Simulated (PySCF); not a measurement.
# Polarisability and C₆ of Au⁻ (gold, charge -1)

[Xe] 4f14 5d10 6s2, closed-shell 1S. Computed with PySCF 2.14 in x2c-TZVPPall with one added diffuse shell each of s, p, d, f type (12s8p8d4f1g, 113 functions), with the spin-free X2C one-electron Hamiltonian (Gaussian nucleus). Coupled (time-dependent) response in atomic units; α is the mean over directions.

```
method  mean α (bohr³)  C₆ (like pair)  S(−4)
  PBE0           120.8            1553  10010
```

S(−4) is the Cauchy moment in α(ω) = α(0) + S(−4) ω² + …

α(iu) at PBE0:

```tsv
u (hartree)	α(iu) (bohr³)
0	120.8
0.0500	101.3
0.100	72.72
0.200	41.19
0.300	27.53
0.500	16.10
0.750	10.30
1.00	7.348
1.50	4.407
2.00	2.983
3.00	1.647
5.00	0.7252
```

A single London oscillator, α(iu) = α/(1 + u²/ω²), gives C₆ = (3/4) ω α². Matching the computed C₆ needs ω = 4 × 1553 / (3 × 120.8²) = 0.142 hartree.

For an ion, C₆ is the dispersion term alone; charge-induced terms of lower order in 1/R come first.

Spin-orbit coupling, which splits the p, d and f shells strongly at this Z, is absent. The outer electron is barely bound at this level, so radii and moments hang on the diffuse functions.
